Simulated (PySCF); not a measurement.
Identify the compound

Molecular formula: C₅H₁₂Si₃. Simulated spectra:

¹H NMR (600 MHz, computed): δ 6.70 (m, 1H), 6.49 (m, 1H), 6.33 (m, 1H), 5.10 (m, 1H), 4.11 (d, 3H), 4.03 (d, 3H), 2.07 (d, 1H), -0.63 (m, 1H).

¹³C{¹H} NMR (computed): δ 146.5, 137.0, 105.9, 87.8, -14.5.

Theoretical values (PySCF): shieldings: GIAO PBE0/pcSseg-1, geometry from GFN2-xTB. Isolated molecule, equivalent nuclei averaged, one conformer, non-relativistic.

δ = σ(ref) − σ, references computed at the same level: ¹H (31.72 ppm) and ¹³C (186.93 ppm) against TMS.

What is the structure?

## Answers


The formula gives 3 degrees of unsaturation (no ring in the answer). 5 carbon signals for 5 carbons: no two carbons are equivalent. Carbon types of the structure: 1 × C, 3 × CH, 1 × CH2, leaving 7 H on heteroatoms. δC 146.5: terminal =CH2 carbon; an sp2 carbon of a C=C bond. δC 137.0: alkene CH; an sp2 carbon of a C=C bond. δC 105.9: terminal alkyne carbon. δC 87.8: alkyne carbon; the triple bond shields along its axis, which puts it between sp3 and sp2 carbons. δH 6.70, 6.49: hydrogen on a terminal =CH2 carbon; a vinylic proton, deshielded by the sp2 carbon and the C=C anisotropy. δH 6.33: hydrogen on an alkene CH; attached to an sp2 carbon and in the plane of the double bond. δH -0.63: hydrogen on an sp3 CH bonded to 3 Si; an electropositive neighbour shields it, as in TMS itself.

Structure: SMILES C#C[Si@H](C=C)C([SiH3])[SiH3].

The shifts were computed for this structure.

Shifts are as computed. Against solution values, carbons near 30 ppm lie about +3 ppm off and those near 130 ppm about +5 ppm. Of 1211 compounds with measured shifts, 218 miss one by over three times the rms of a fit or turn the order of signals round; such compounds aren't used in these exercises. Multiplicities follow the n + 1 count of equivalent neighbours, as no J values were calculated; m marks all less simple cases, F and P coupling included.
